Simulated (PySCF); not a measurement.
Molecular orbitals of RbBe

PBE at R = 3.603 Å; basis Rb def2-TZVP with ECP28, Be def2-TZVP; scalar-relativistic core potentials; PySCF 2.14. State: ²Σ⁺ (doublet), unpaired electrons σ ↑. Only the outer orbitals are listed, counted within each symmetry, core potentials removing the inner ones.

| spin | orbital | occ. | ε (eV) | on Rb (%) | main shells (%) |
| --- | --- | --- | --- | --- | --- |
| α | 2σ | 1 | -32.38 | 100 | 100 Rb s |
| α | 1π | 1 | -16.15 | 100 | 100 Rb p |
| α | 1π | 1 | -16.15 | 100 | 100 Rb p |
| α | 3σ | 1 | -16.07 | 100 | 100 Rb p |
| α | 4σ | 1 | -5.18 | 8 | 92 Be s |
| α | 5σ | 1 | -2.53 | 67 | 66 Rb s, 31 Be p |
| α | 2π | 0 | -1.66 | 24 | 76 Be p, 16 Rb p |
| α | 2π | 0 | -1.66 | 24 | 76 Be p, 16 Rb p |
| α | 6σ | 0 | -1.59 | 51 | 47 Be p, 26 Rb p, 24 Rb s |
| β | 2σ | 1 | -32.34 | 100 | 100 Rb s |
| β | 1π | 1 | -16.08 | 100 | 100 Rb p |
| β | 1π | 1 | -16.08 | 100 | 100 Rb p |
| β | 3σ | 1 | -16.00 | 100 | 100 Rb p |
| β | 4σ | 1 | -4.90 | 7 | 92 Be s |
| β | 5σ | 0 | -1.85 | 76 | 77 Rb s, 20 Be p |
| β | 2π | 0 | -1.52 | 19 | 81 Be p, 11 Rb p, 8 Rb d |
| β | 2π | 0 | -1.52 | 19 | 81 Be p, 11 Rb p, 8 Rb d |

Question: Which are the highest filled and the lowest empty level, where do they sit, and how wide is the gap?

Answer: Highest filled α 5σ at -2.53 eV (in %: 66 Rb s, 31 Be p); lowest empty β 5σ at -1.85 eV (in %: 77 Rb s, 20 Be p); the gap at PBE is 0.68 eV.

```json
{
 "bond order (Mayer)": "0.60",
 "⟨S²⟩": "0.759",
 "charge on Rb (Mulliken, basis-dependent)": "0.18",
 "charge on Rb (Löwdin, basis-dependent)": "0.04",
 "dipole moment (positive dipole means Rb(−)Be(+))": "-3.49 D",
 "polarisability along the bond": "488.7 bohr³",
 "polarisability across the bond": "242.7 bohr³"
}
```

Spin–orbit coupling is left out. The state was picked by a PBE0 search and need not be the measured ground state.
